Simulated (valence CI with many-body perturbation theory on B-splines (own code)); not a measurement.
**A CI+MBPT run for Cd15+**

Computed by relativistic CI+MBPT: five valence electrons over a frozen Dirac-Fock core [Ar] 3d10, radial functions for each j: 6 s, 6 p, 5 d, 3 f, 1 g, with the one-electron correlation potential Σ1 (screened to all orders), the two-electron term Σ2, Breit, model QED; selected single and double excitations, second order for the rest, scaled by the run's own slope (own B-spline code, finite nucleus).

Command, and the settings that its task file holds:

```sh
python run_cv.py task.json out
```

```
atom Cd  Z=48  mass_number=114  rms_radius_fm=4.6087
core [Ar] 3d10
valence 4s2 4p3
avg = 1
basis = S
breit = 1
cap = 10000
capref = 1200
cscale = 1
de = 0.0
dress = 0
eps = 2e-08
extrap = 1
h = 0.27
hh = 1
l2 = 3
lcore = 6
maxit = 60
n2 = 5
natural = 1
nlev = 20
nno = [3, 3, 3, 2, 1]
nroot = 26
nsp = [3, 3, 2, 1, 0]
pt2 = 1
qed = 1
rpa = 1
s1 = 1
s2 = 1
s3 = 0
screen = 1
tol = 2e-05
whole = 1
```

It took 42 s on 1 thread of Arm Neoverse V2 (shared host).

Log. The first blocks belong to the next ion, which gives the ionisation energy. Fields: 2J, parity (1 odd), roots, reference size, generating configurations, candidates as configurations/state functions, variational space P, stored matrix elements, Davidson steps; e2 is the range of second-order energies in hartree. The first line gives the box (bohr), its intervals, the orbitals and the steps of their self-consistent field. Window is the range of levels sought, series limit the energy at which the first omitted orbital would enter, core excitation an estimate of the first excitation out of the core, left out the lowest levels not solved, and shifts from estimates the range by which levels moved from their first estimate, all in cm⁻¹.

```
rmax 7.2 intervals 61 orbitals 36 references ['4s2 4p3', '4s 4p4', '4s2 4p2 4d', '4p5', '4s 4p3 4d'] scf 6 t 1.0
2J=0 par=0 roots 2 ref 27 generators 8 cand 697/966 P 720/993 nnz 0 it 0
2J=0 par=0 roots 2 ref 27 generators 18 cand 1568/2471 P 2288/3464 nnz 8.3e+05 it 5
   second order: generators 40 cand 8296/15781 e2 -0.00003 -0.00003
reference levels 458, estimated 48, window 591080 1/cm; series limit 1889602, core excitation 3118181
2J=3 par=1 roots 4 ref 47 generators 18 cand 255/1012 P 932/3550 nnz 1.5e+06 it 5
2J=3 par=1 roots 4 ref 47 generators 35 cand 1128/6288 P 2060/9838 nnz 8.8e+06 it 8
   second order: generators 70 cand 22052/298270 e2 -0.00199 -0.00030
2J=5 par=1 roots 2 ref 44 generators 10 cand 183/1001 P 773/3531 nnz 1.7e+06 it 5
2J=5 par=1 roots 2 ref 44 generators 26 cand 961/6453 P 1734/9984 nnz 9.8e+06 it 9
   second order: generators 52 cand 20542/345458 e2 -0.00257 -0.00068
2J=1 par=1 roots 2 ref 30 generators 12 cand 325/1005 P 1225/3526 nnz 1.3e+06 it 4
2J=1 par=1 roots 2 ref 30 generators 26 cand 1463/6466 P 2688/9992 nnz 7.4e+06 it 8
   second order: generators 47 cand 19393/153112 e2 -0.00059 -0.00029
2J=5 par=0 roots 6 ref 71 generators 21 cand 130/824 P 677/3069 nnz 1.2e+06 it 10
2J=5 par=0 roots 6 ref 71 generators 41 cand 1088/6630 P 1765/9699 nnz 8.6e+06 it 10
   second order: generators 80 cand 23962/424634 e2 -0.00400 -0.00138
2J=3 par=0 roots 7 ref 69 generators 21 cand 184/1010 P 832/3574 nnz 1.5e+06 it 9
2J=3 par=0 roots 7 ref 69 generators 42 cand 1130/6398 P 1962/9972 nnz 8.5e+06 it 9
   second order: generators 79 cand 24212/343395 e2 -0.00358 -0.00102
2J=1 par=0 roots 5 ref 45 generators 20 cand 314/1017 P 1191/3566 nnz 1.3e+06 it 7
2J=1 par=0 roots 5 ref 45 generators 36 cand 1535/6403 P 2726/9969 nnz 7.5e+06 it 8
   second order: generators 71 cand 23463/197229 e2 -0.00130 -0.00031
2J=7 par=0 roots 3 ref 51 generators 14 cand 146/1015 P 712/3560 nnz 1.7e+06 it 5
2J=7 par=0 roots 3 ref 51 generators 32 cand 955/6234 P 1667/9794 nnz 9.5e+06 it 9
   second order: generators 53 cand 18556/315117 e2 -0.00285 -0.00255
2J=9 par=0 roots 2 ref 31 generators 11 cand 247/1079 P 904/3742 nnz 1.7e+06 it 5
2J=9 par=0 roots 2 ref 31 generators 28 cand 889/6236 P 1793/9978 nnz 1e+07 it 6
   second order: generators 48 cand 18660/349980 e2 -0.00181 -0.00168
left out: unestimated 867388, estimated 647251, shifts from estimates 0 to 64
operators 2.0
```

The Davidson iterations converged.

No measured levels were compared; by estimate levels hold to about 250 cm⁻¹ or 0.2 % of their energy and the worst to 1 %, as in measured heavy ions of charge 2 to 7; those with d or f electrons hold less well. Among the levels kept, up to 880 cm⁻¹ of a level comes from second order outside the variational space, and about a tenth of that is noise between levels of different J, which matters for small intervals.

| Item | Value |
| --- | --- |
| Valence energy | -85.31423 hartree |
| Ionisation energy | 386.93 eV (NIST: 385 ± 3 eV (theoretical)) |
| Reference configurations for the orbitals | 4s2 4p3, 4s 4p4, 4s2 4p2 4d, 4p5, 4s 4p3 4d |
| Radial orbitals | 36 |
| Box radius | 7.163 bohr |
| Largest variational space | 9992 |
| Lowest levels | 4s2.4p3 4S°_3/2 0, 4s2.4p3 2D°_3/2 51207, 4s2.4p3 2D°_5/2 68988, 4s2.4p3 2P°_1/2 95794, 4s2.4p3 2P°_3/2 143120, 4s.4p4 4P_5/2 349980, 4s.4p4 4P_3/2 385900, 4s.4p4 4P_1/2 391610, 4s.4p4 2D_3/2 433480, 4s.4p4 2D_5/2 449510, 4s.4p4 2S_1/2 [a] 487680, 4s.4p4 2P_3/2 496190, 4s2.4p2.4d 4F_3/2 524830, 4s2.4p2.4d 4F_5/2 541320 cm⁻¹ |

Names give the largest LS component (configuration and term), which can be under half, so a name can repeat, a term be missing and a line seem to break the LS rules; names also repeat where a configuration has a term twice. Letters in brackets count levels of one name in rising energy.
